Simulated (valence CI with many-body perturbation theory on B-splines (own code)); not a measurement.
## Sr³³⁺: one-electron terms

Method: relativistic CI+MBPT: three valence electrons over a frozen Dirac-Fock core [He], radial functions for each j: 11 s, 11 p, 9 d, 7 f, 5 g, 2 h, 1 i, with the one-electron correlation potential Σ1, the two-electron term Σ2, the three-electron term Σ3, Breit, model QED; selected CI, second order for the rest (own B-spline code, finite nucleus).

No measured spectrum was set against this ion. As an estimate, large intervals hold to a few tenths of a per cent, small ones and those within an open d or f shell to about a per cent.

These are the spectroscopic orbitals of the CI (the correlating ones are not listed), shaped by the core and the other valence electrons. h is the expectation value of the core's Dirac-Fock operator, without the valence repulsion; Σ1 is computed up to l = 3 at one energy for each symmetry, that of its lowest orbital but kept below the first core excitation, so for empty shells it is not the orbital's own correlation shift; Breit and QED include the response of the core.

| Orbital | h (hartree) | Σ1 (cm⁻¹) | Breit (cm⁻¹) | QED (cm⁻¹) | ⟨r⟩ (bohr) |
| --- | --- | --- | --- | --- | --- |
| 2s1/2 | -169.58 | -1263 | 14281 | 13872 | 0.1614 |
| 3s1/2 | -74.364 | -304 | 4008 | 4021 | 0.3720 |
| 4s1/2 | -41.496 | -118 | 1608 | 1641 | 0.6728 |
| 5s1/2 | -26.424 | -58.0 | 807 | 828 | 1.061 |
| 2p1/2 | -166.76 | -2979 | 28167 | -571 | 0.1363 |
| 3p1/2 | -73.559 | -653 | 7689 | -180 | 0.3499 |
| 4p1/2 | -41.164 | -249 | 3108 | -75.2 | 0.6530 |
| 5p1/2 | -26.256 | -122 | 1561 | -38.3 | 1.043 |
| 2p3/2 | -163.68 | -2627 | 11817 | 777 | 0.1398 |
| 3p3/2 | -72.648 | -575 | 3173 | 203 | 0.3549 |
| 4p3/2 | -40.781 | -219 | 1346 | 82.0 | 0.6595 |
| 5p3/2 | -26.061 | -108 | 676 | 41.2 | 1.051 |
| 3d3/2 | -72.313 | -267 | 269 | -50.5 | 0.3016 |
| 4d3/2 | -40.64 | -113 | 147 | -18.7 | 0.6081 |
| 5d3/2 | -25.989 | -57.7 | 78.8 | -9.1 | 1.002 |
| 3d5/2 | -72.034 | -255 | 86.1 | 83.3 | 0.3034 |
| 4d5/2 | -40.522 | -107 | 46.5 | 37.3 | 0.6102 |
| 5d5/2 | -25.928 | -55.0 | 24.0 | 19.5 | 1.004 |
| 4f5/2 | -40.486 | -22.7 | 1.6 | -14.6 | 0.5264 |
| 5f5/2 | -25.911 | -12.8 | 1.3 | -7.3 | 0.9218 |
| 4f7/2 | -40.428 | -22.3 | 0.4 | 12.3 | 0.5275 |
| 5f7/2 | -25.882 | -12.5 | 0.3 | 6.5 | 0.9231 |
| 5g7/2 | -25.876 |  | 0.0 | -4.5 | 0.8069 |
| 5g9/2 | -25.858 |  | 0.0 | 3.6 | 0.8078 |

Among the shells of the start configuration 2s2 2p1, Σ1 is largest in size for 2p1/2, where it is 0.0081 % of h.

Lowest root of each symmetry, sizes in configuration state functions:

```json
{"J": "1/2", "Parity": "even", "Roots": "16", "Reference": "50", "Variational": "9825", "Second order": "10017", "Change by selected CI (cm⁻¹)": "-6838", "Change by second order (cm⁻¹)": "0"}
{"J": "3/2", "Parity": "even", "Roots": "20", "Reference": "70", "Variational": "15564", "Second order": "20461", "Change by selected CI (cm⁻¹)": "-4757", "Change by second order (cm⁻¹)": "-1"}
{"J": "5/2", "Parity": "even", "Roots": "15", "Reference": "66", "Variational": "16806", "Second order": "26698", "Change by selected CI (cm⁻¹)": "-6909", "Change by second order (cm⁻¹)": "-1"}
{"J": "7/2", "Parity": "even", "Roots": "5", "Reference": "41", "Variational": "11745", "Second order": "25032", "Change by selected CI (cm⁻¹)": "-6695", "Change by second order (cm⁻¹)": "-5"}
{"J": "9/2", "Parity": "even", "Roots": "2", "Reference": "23", "Variational": "6846", "Second order": "17803", "Change by selected CI (cm⁻¹)": "-11517", "Change by second order (cm⁻¹)": "-3"}
{"J": "1/2", "Parity": "odd", "Roots": "15", "Reference": "48", "Variational": "9533", "Second order": "13075", "Change by selected CI (cm⁻¹)": "-8451", "Change by second order (cm⁻¹)": "0"}
{"J": "3/2", "Parity": "odd", "Roots": "21", "Reference": "72", "Variational": "15644", "Second order": "21695", "Change by selected CI (cm⁻¹)": "-8251", "Change by second order (cm⁻¹)": "-1"}
{"J": "5/2", "Parity": "odd", "Roots": "13", "Reference": "62", "Variational": "16457", "Second order": "31846", "Change by selected CI (cm⁻¹)": "-14024", "Change by second order (cm⁻¹)": "-1"}
{"J": "7/2", "Parity": "odd", "Roots": "6", "Reference": "43", "Variational": "12228", "Second order": "34689", "Change by selected CI (cm⁻¹)": "-9506", "Change by second order (cm⁻¹)": "-2"}
{"J": "9/2", "Parity": "odd", "Roots": "2", "Reference": "20", "Variational": "7336", "Second order": "17837", "Change by selected CI (cm⁻¹)": "-6990", "Change by second order (cm⁻¹)": "-3"}
```
